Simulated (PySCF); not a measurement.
# Orbital picture of CaF

PBE at R = 1.962 Å; Ca aug-pcseg-1, F aug-pcseg-1; no relativity (PySCF 2.14). State: ²Σ⁺ (doublet), unpaired electrons σ ↑. Only the outer orbitals are listed, counted within each symmetry.

| spin | orbital | occ. | ε (eV) | on Ca (%) | main shells (%) |
| --- | --- | --- | --- | --- | --- |
| α | 6σ | 1 | -27.99 | 58 | 57 Ca p, 41 F s |
| α | 2π | 1 | -27.07 | 100 | 100 Ca p |
| α | 2π | 1 | -27.07 | 100 | 100 Ca p |
| α | 7σ | 1 | -25.17 | 42 | 58 F s, 42 Ca p |
| α | 8σ | 1 | -8.07 | 7 | 93 F p |
| α | 3π | 1 | -7.83 | 4 | 96 F p |
| α | 3π | 1 | -7.83 | 4 | 96 F p |
| α | 9σ | 1 | -3.58 | 97 | 80 Ca s, 14 Ca p |
| α | 4π | 0 | -1.74 | 99 | 65 Ca p, 33 Ca d |
| α | 4π | 0 | -1.74 | 99 | 65 Ca p, 33 Ca d |
| α | 1δ | 0 | -1.49 | 100 | 100 Ca d |
| β | 6σ | 1 | -27.91 | 55 | 55 Ca p, 43 F s |
| β | 2π | 1 | -26.96 | 100 | 100 Ca p |
| β | 2π | 1 | -26.96 | 100 | 100 Ca p |
| β | 7σ | 1 | -25.11 | 45 | 55 F s, 44 Ca p |
| β | 8σ | 1 | -8.05 | 7 | 93 F p |
| β | 3π | 1 | -7.82 | 4 | 96 F p |
| β | 3π | 1 | -7.82 | 4 | 96 F p |
| β | 9σ | 0 | -2.52 | 102 | 94 Ca s |
| β | 1δ | 0 | -1.00 | 100 | 100 Ca d |
| β | 1δ | 0 | -1.00 | 100 | 100 Ca d |

Task: Which are the highest filled and the lowest empty level, where do they sit, and how wide is the gap?

Result: Highest filled α 9σ at -3.58 eV (in %: 80 Ca s, 14 Ca p); lowest empty β 9σ at -2.52 eV (in %: 94 Ca s); the gap at PBE is 1.06 eV.

| Property | Result |
| --- | --- |
| bond order (Mayer) | 0.55 |
| ⟨S²⟩ | 0.750 |
| charge on Ca (Mulliken, basis-dependent) | 0.75 |
| charge on Ca (Löwdin, basis-dependent) | 0.82 |
| dipole moment (positive dipole means Ca(−)F(+)) | -2.85 D |
| polarisability along the bond | 111.3 bohr³ |
| polarisability across the bond | 156.8 bohr³ |

Shares are Mulliken populations and can fall outside 0 to 100 %.

The state was picked by a PBE0 search and need not be the measured ground state.
